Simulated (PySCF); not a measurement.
Molecule: `OB(O)C1=CC=C[SiH2]1`, C4H7BO2Si.

Cartesian coordinates in Å; atom numbers follow the order of the lines, from 1:
```xyz
15

O     2.6034    0.9343    0.8599
B     1.8587    0.0118    0.1792
O     2.5159   -1.0183   -0.4051
C     0.3082    0.0504    0.0398
C    -0.4931    1.0945    0.3294
C    -1.9205    0.9190    0.1189
C    -2.2991   -0.2760   -0.3521
Si   -0.7734   -1.3699   -0.5890
H     2.1097    1.6447    1.2647
H     3.4652   -0.9885   -0.2794
H    -0.1327    2.0495    0.6963
H    -2.5978    1.7325    0.3429
H    -3.3320   -0.5165   -0.5405
H    -0.7777   -2.5333    0.3011
H    -0.5394   -1.7261   -1.9881
```

Frames of a GFN2-xTB Langevin trajectory at 300 K; GIAO PBE0/pcSseg-1 shieldings in PySCF, gas phase, non-relativistic; equivalent atoms averaged within each frame.

δ = σ(ref) − σ, references computed at the same level: 17O (336.08 ppm) against H2O; 11B (100.07 ppm) against BF3·OEt2; 13C (186.93 ppm) and 29Si (349.16 ppm) and 1H (31.72 ppm) vs TMS. The references are static minima.

Q: How do the shifts (ppm) fluctuate along the trajectory?

A: 
```csv
time (fs),O1/O3,B2,C5,C7,C6,C4,Si8,H12,H11,H13
optimised geometry,111.5,24.7,163.9,145.3,155.1,144.4,-40.2,7.35,7.52,6.65
250,117.0,23.8,157.6,152.8,149.0,141.5,-36.4,7.24,6.84,6.73
425,116.4,25.3,164.1,146.8,149.4,145.8,-33.4,7.69,7.03,7.16
625,128.1,27.2,162.1,142.3,156.7,139.3,-26.1,8.03,7.24,5.75
800,133.2,28.4,176.3,146.7,159.1,151.6,-32.5,7.70,8.03,6.97
1000,107.7,24.5,157.1,148.7,155.2,147.3,-33.0,7.24,7.18,7.85
mean of frames,120.5,25.8,163.4,147.4,153.9,145.1,-32.3,7.58,7.27,6.89
standard deviation,10.2,1.9,7.8,3.8,4.5,4.8,3.8,0.34,0.46,0.76
```

5 frames give an uncertainty of the mean of about the standard deviation over 2.2 at best, since frames this close in time may not be independent; classical motion lacks zero-point vibration, and the reference would need the same averaging.
